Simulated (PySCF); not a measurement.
Match the calculated data to a structure.

All candidates are C8H9F3.

| technique | computed result |
| --- | --- |
| 1H NMR | chemical shifts (computed TMS as zero) by class: 6.20 (1 H), 5.78 (1 H), 5.55 (1 H), 5.46 (1 H), 5.35 (1 H), 3.15 (1 H), 3.08 (1 H), 2.95 (1 H), 2.52 (1 H) ppm [GIAO PBE0/pcSseg-1] |
| NMR, other nuclei | isotropic shieldings of nuclei other than C and H, by class: 260 (3 F) ppm [GIAO PBE0/pcSseg-1] |
| Dipole | 2.43 D [PBE0/pcSseg-1] |
| 13C NMR | chemical shifts (computed TMS as zero) by class: 149.6 (1 C), 148.0 (1 C), 135.9 (1 C), 122.6 (1 C), 121.7 (1 C), 54.2 (1 C), 38.2 (1 C), 37.0 (1 C) ppm [GIAO PBE0/pcSseg-1] |
| Rotational structure | rotational constants A, B, C: 1.436, 0.946, 0.670 GHz [GFN2-xTB] |

Gas-phase values; electronic properties from PySCF, density fitting. Levels stand in brackets. Isolated species at its GFN2-xTB geometry (one conformer only). NMR values are class means; diastereotopic atoms form classes of their own.

**Question.** Which candidate is it?
A. `C=C(/C=C/C)C(=C)C(F)(F)F`
B. `CC/C=C/C#CCC(F)(F)F`
C. `C=C[C@@H]1CC(=C)[C@H]1C(F)(F)F`
D. `FC(F)(F)C1=C[C@@H]2CC[C@H]1C2`

**Answer.** C. It is `C=C[C@@H]1CC(=C)[C@H]1C(F)(F)F`. Numbering: `[CH2:1]=[CH:2][C@@H:3]1[CH2:4][C:5](=[CH2:6])[C@H:7]1[C:8]([F:9])([F:10])[F:11]`. Its formula, C8H9F3, gives 3 degrees of unsaturation: 1 ring and 2 π bonds in the structure found. 8 carbons fall into 8 classes; from least to most shielded: alkene CH carbon [C2] (149.6 ppm), fully substituted alkene carbon [C5] (148.0 ppm), CF3 carbon [C8] (135.9 ppm), terminal =CH2 carbon [C1] (122.6 ppm), terminal =CH2 carbon [C6] (121.7 ppm), allylic carbon [C7] (54.2 ppm), allylic carbon [C3] (38.2 ppm), allylic carbon [C4] (37.0 ppm). Hydrogen classes from least to most shielded: 1 H on an alkene CH carbon, C2 (6.20 ppm), 1 H on a terminal =CH2 carbon, C6 (5.78 ppm), 1 H on a terminal =CH2 carbon, C6 (5.55 ppm), 1 H on a terminal =CH2 carbon, C1 (5.46 ppm), 1 H on a terminal =CH2 carbon, C1 (5.35 ppm), 1 H on an allylic carbon, C4 (3.15 ppm), 1 H on an allylic carbon, C7 (3.08 ppm), 1 H on an allylic carbon, C3 (2.95 ppm), 1 H on an allylic carbon, C4 (2.52 ppm). The other shieldings belong to: 260 ppm, fluorine of a CF3 group [F9/F10/F11]. The optimised geometry has point group C1 and is an asymmetric top.

The others, at the same levels:
- `C=C(/C=C/C)C(=C)C(F)(F)F` fails: its computed 13C shifts are 147.6 (1 C), 147.2 (1 C), 139.4 (1 C), 139.3 (1 C), 132.9 (1 C), 131.3 (1 C), 122.8 (1 C), 22.4 (1 C) ppm, 1H shifts are 6.47 (1 H), 6.45 (1 H), 6.25 (1 H), 5.94 (1 H), 5.61 (1 H), 5.49 (1 H), 2.00 (3 H) ppm and rotational constant A is 1.927 GHz (against 1.436 GHz).
- `FC(F)(F)C1=C[C@@H]2CC[C@H]1C2` fails: its computed 13C shifts are 148.3 (1 C), 146.9 (1 C), 132.7 (1 C), 52.5 (1 C), 45.9 (1 C), 45.0 (1 C), 27.3 (1 C), 27.3 (1 C) ppm, 1H shifts are 6.83 (1 H), 3.01 (1 H), 2.88 (1 H), 1.87 (1 H), 1.81 (1 H), 1.56 (1 H), 1.34 (1 H), 1.14 (1 H), 1.13 (1 H) ppm and rotational constant A is 2.232 GHz (against 1.436 GHz).
- `CC/C=C/C#CCC(F)(F)F` fails: its computed 13C shifts are 158.6 (1 C), 134.5 (1 C), 114.5 (1 C), 91.5 (1 C), 86.6 (1 C), 33.2 (1 C), 30.2 (1 C), 16.8 (1 C) ppm, 1H shifts are 6.58 (1 H), 5.75 (1 H), 3.24 (2 H), 2.22 (2 H), 1.10 (3 H) ppm and rotational constant A is 2.743 GHz (against 1.436 GHz).

Each candidate is one conformer, not necessarily the lowest. Dipoles, sizes and rotational constants follow the conformer. The torsions of the flexible species, by atom-mapped SMILES:
- `[CH2:1]=[CH:2][C@@H:3]1[CH2:4][C:5](=[CH2:6])[C@H:7]1[C:8]([F:9])([F:10])[F:11]`: C1–C2–C3–C4 -133°, C5–C7–C8–F9 -71°
- `[CH2:1]=[C:2](/[CH:3]=[CH:4]/[CH3:5])[C:6](=[CH2:7])[C:8]([F:9])([F:10])[F:11]`: C1–C2–C3–C4 -164°, C1–C2–C6–C7 -132°, C2–C6–C8–F9 157°
- `[CH3:1][CH2:2]/[CH:3]=[CH:4]/[C:5]#[C:6][CH2:7][C:8]([F:9])([F:10])[F:11]`: C1–C2–C3–C4 -119°, C6–C7–C8–F9 180°

The conformers of `FC(F)(F)C1=C[C@@H]2CC[C@H]1C2` aren't listed.
